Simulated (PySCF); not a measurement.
ReOCl5, SMILES [O]=[Re]([Cl])([Cl])([Cl])([Cl])[Cl], multiplicity 1. The structure is a stationary point at B3LYP-D3(BJ)/def2-SVP. The multiplicity is an assumed one; other spin states were not compared. The def2 effective core potentials stand for the cores of Re; spin–orbit coupling is left out.

Computed equilibrium geometry at B3LYP-D3(BJ)/def2-SVP (PySCF confirms it by a frequency run) as Cartesian coordinates in Å, and its point group:
point group C4v.
```xyz
7

Re     0.0000     0.0000    -0.2039
O      0.0000     0.0000    -1.8980
Cl     1.6408     1.6408    -0.0938
Cl     1.6408    -1.6408    -0.0938
Cl    -1.6408     1.6408    -0.0938
Cl    -1.6408    -1.6408    -0.0938
Cl     0.0000     0.0000     2.1678
```
